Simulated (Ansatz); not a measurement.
The cluster Au₂S₂⁻. Charge -1, multiplicity 2. Geometry PBE-D4/def2-SVPD; atoms count from 1.

```tsv
atom	x (Å)	y (Å)	z (Å)
Au1	-0.805	0.796	2.468
Au2	0.220	-0.274	-0.812
S3	-0.439	-1.227	-2.744
S4	1.024	0.705	1.088
```

In the def2 sets Au takes a core potential; there is no spin–orbit coupling. The structure comes from a short search, and lower isomers may exist.

Problem. Estimate the Mulliken populations from the PBE0/def2-TZVPD orbitals of Ansatz.

Solution. 
```
atom  charge (e)  spin (α − β)  d electrons
 Au1       -0.01         -0.02         9.73
 Au2        0.02          0.07         9.46
  S3       -0.50          0.89            –
  S4       -0.50          0.06            –
```
Mulliken values depend strongly on the basis. With diffuse functions, as here, like atoms can get unlike values, and bond orders can come out too low or too high.

Problem. Where does the spin sit?

Solution. Summed by element: Au 0.05, S 0.95, of 1 unpaired in all. Largest on single atoms: S3 0.89, Au2 0.07, S4 0.06.

Problem. And the Mayer bond orders between heavy atoms (over 0.3)?

Solution. Au1–S4 1.16 (2.29 Å); Au2–S3 0.98 (2.25 Å); Au2–S4 0.77 (2.28 Å).
